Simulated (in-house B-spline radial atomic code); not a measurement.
The numbers below are computed, except where a source is named.
# Making a Troullier-Martins s channel for Mo, r_c = 2.3 bohr

Mo, [Kr] 4d5 5s1, non-relativistic PBE, spherical and spin-unpolarised, from an all-electron radial atomic-structure program (B-spline basis) (atomic units). The all-electron 5s level is ε = -0.139457 hartree, its outermost node lies just inside 1.40 bohr and its outer maximum at 3.06 bohr.

Inside r_c the pseudo-orbital is u(r) = r^1 exp(p(r)), with p = c0 + c2 r² + c4 r⁴ + … + c12 r¹². The seven coefficients follow from p and its first four derivatives at r_c, from zero curvature of the screened potential at the origin, c4 = −c2²/(2l + 5), and from the norm inside r_c. At r_c the all-electron orbital has P = 0.4860349, P' = 0.2692993, the screened potential V = -0.6576582, V' = 0.707202, V'' = -1.18036, and the norm inside is Q = 0.125692.

(1) What are p, p' and p'' at r_c?

For a trial c2 the five matching conditions are linear in c0, c6, c8, c10 and c12, and c2 is varied until the norm inside r_c equals Q. The root nearest zero gives:

| n | c_n |
| --- | --- |
| 0 | -1.673061 |
| 2 | -0.3214368 |
| 4 | -0.02066432 |
| 6 | 0.1083202 |
| 8 | -0.03490647 |
| 10 | 0.004334259 |
| 12 | -0.0001942837 |

(2) Check c4 and p(r_c), and find the screened pseudopotential at the origin.

Orbitals and screened potentials:

```
r (bohr)         P        u  V all-electron  V pseudo
    0.23   0.08221  0.04243          -83.89    -1.097
   0.575  -0.07608  0.09715          -16.28   -0.9048
    0.92   -0.2552   0.1362           -6.23   -0.2291
   1.265  -0.08307   0.1741           -3.01    0.6453
    1.61     0.164   0.2442          -1.639    0.8882
   1.955    0.3605   0.3661         -0.9924   -0.1528
     2.3     0.486    0.486         -0.6577   -0.6577
```

Logarithmic derivatives P'/P at R = 2.6 bohr, for energies E around ε:

| E − ε (hartree) | all-electron | pseudo |
| --- | --- | --- |
| -0.5 | 0.830588 | 0.806682 |
| -0.25 | 0.564849 | 0.55671 |
| -0.1 | 0.383303 | 0.381665 |
| 0 | 0.250202 | 0.2502 |
| 0.1 | 0.105255 | 0.102896 |
| 0.25 | -0.139928 | -0.16048 |
| 0.5 | -0.65481 | -0.825292 |

(3) With P(R) = 0.546006 and a norm of 0.2066951 inside R, what slope in energy does norm conservation fix?

Results:

(1) p = ln(P/r_c^1) = ln(0.4860349/2.3) = -1.55438. p' = P'/P − 1/r_c = 0.55407 − 0.43478 = 0.11929. The radial equation gives p'' = 2(V − ε) − 2(1) p'/r_c − p'² = -1.03640 − (0.10373) − 0.01423 = -1.15436. Differentiating, p''' = 2V' + 2(1)p'/r_c² − 2(1)p''/r_c − 2p'p'' = 2.7387, and p'''' = 2V'' − 4(1)p'/r_c³ + 4(1)p''/r_c² − 2(1)p'''/r_c − 2p''² − 2p'p''' = -8.9728.

(2) −c2²/5 = -0.0206643, as listed. The terms c_n r_c^n are -1.67306, -1.70040, -0.57827, 16.03528, -27.33560, 17.95532, -4.25765, which sum to -1.55438. Inverting the radial equation, V_l(r) = ε + 1 p'/r + (p'' + p'²)/2, so V_l(0) = ε + (2l + 3) c2 = -0.139457 + 3 × (-0.321437) = -1.1038 hartree, finite where the all-electron potential diverges.

(3) d(P'/P)/dE = −2 × (norm inside R)/P(R)² = -1.3866 per hartree·bohr at E = ε, for both atoms, since orbital and norm agree at R. Differences over ±0.1 hartree give -1.3902 (all-electron) and -1.3938 (pseudo), which also hold third-order terms. Half a hartree below ε the two curves differ by -0.0239.
